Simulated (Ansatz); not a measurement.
Basis sets compared for Sn₄Te₃ (the lowest singlet isomer of a short search). The state is a singlet with charge 0. Geometry r2SCAN-D4/def2-SVP. Ansatz on 4 threads of Arm Neoverse V1 on a shared host; times are rough, and most runs start from earlier orbitals.

```xyz
7

Sn   -0.271   -1.235    1.915
Sn    1.949    0.721   -0.780
Sn   -1.755    1.352    0.597
Sn   -1.430   -1.396   -1.129
Te   -0.655    1.247   -2.110
Te    0.867    1.459    1.886
Te    1.295   -2.148   -0.379
```

In the def2 sets Sn, Te take a core potential; there is no spin–orbit coupling. The structure comes from a short search, and lower isomers may exist.

Binding counts from free atoms (Sn triplet, Te triplet) in the same basis, without a counterpoise term.

```
            level  functions  energy (Eh)  HOMO (eV)  LUMO (eV)  binding per atom (eV)  wall time
  PBE-D4/def2-SVP        182   -1661.6240      -4.96      -2.91                   2.95      4.5 s
PBE-D4/def2-TZVPD        401   -1661.6789      -4.95      -2.93                   2.96       19 s
 PBE0-D4/def2-SVP        182   -1661.6925      -5.71      -2.39                   2.79       10 s
```

(1) Estimate the rows for PBE-D4/def2-TZVP, PBE0-D4/def2-TZVP.

Answers

(1) 
| level | functions | energy (Eh) | HOMO (eV) | LUMO (eV) | binding per atom (eV) | wall time |
| --- | --- | --- | --- | --- | --- | --- |
| PBE-D4/def2-TZVP | 350 | -1661.6780 | -4.94 | -2.92 | 2.96 | 9.5 s |
| PBE0-D4/def2-TZVP | 350 | -1661.7440 | -5.67 | -2.37 | 2.82 | 36 s |
